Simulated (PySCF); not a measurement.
# NMR parameters of AsH2Et

AsH2Et, C2H7As, point group C1.

Bonds: As1-C4 1.984 Å, C4-C5 1.520 Å. As1 carries H2, H3; C4 carries H6, H7; C5 carries H8, H9, H10.

GIAO calculations in PySCF 2.14 on the PBE0-D3(BJ)/def2-SVP structure: isolated species, non-relativistic, equivalent atoms averaged; basis pcSseg-1.

**Question.** Give the isotropic shieldings (ppm) with PBE0, wB97X-D.

**Answer.** 
```tsv
atoms	environment	PBE0	wB97X-D
As1	arsenic bonded to C, 2 H	1668	1657
C5	carbon bonded to C, 3 H	169.1	169.3
C4	carbon bonded to C, As, 2 H	172.8	174.2
H2/H3	hydrogen on an arsenic bonded to C	28.20	28.34
H6/H7	hydrogen on a carbon bonded to C, As	29.69	29.92
H8/H9/H10	hydrogen on a carbon bonded to C	30.11	30.24
HOMO–LUMO gap (eV)	–	7.67	11.25
```

**Question.** And the chemical shifts, against references computed in the same way?

**Answer.** 
```tsv
atoms	nucleus, reference	PBE0	wB97X-D
As1	⁷⁵As, AsH3	242	239
C5	¹³C, TMS	15.3	15.2
C4	¹³C, TMS	11.6	10.3
H2/H3	¹H, TMS	3.07	3.04
H6/H7	¹H, TMS	1.57	1.46
H8/H9/H10	¹H, TMS	1.16	1.14
```

**Question.** Which part of the shielding of As1 depends on the functional?

**Answer.** Diamagnetic: PBE0 2875, wB97X-D 2875 ppm; paramagnetic: PBE0 -1206, wB97X-D -1218 ppm. The diamagnetic part, set mainly by inner electrons, hardly moves; the paramagnetic part goes with low-lying magnetically allowed excitations and carries the spread.

**Question.** What couplings does B3LYP/pcJ-1 (pcSseg-1 on As) (without the spin–dipole term) give?

**Answer.** ¹J(C4,H6) = 141.2, ¹J(C5,H8) = 133.2, ¹J(C4,C5) = 37.2, ²J(H8,H9) = -14.1, ²J(H6,H7) = -12.9, ²J(H2,H3) = -11.5, ²J(C5,H6) = -3.4, ²J(C4,H8) = -3.4, ³J(H6,H8) = 9.2, ³J(H2,C5) = 6.5, ³J(H2,H6) = 6.3 Hz (averaged over equivalent pairs; isotopes ¹³C, ¹H).

Relativistic effects, spin–orbit coupling among them, are left out; they matter for As and for the light atoms bonded to it.
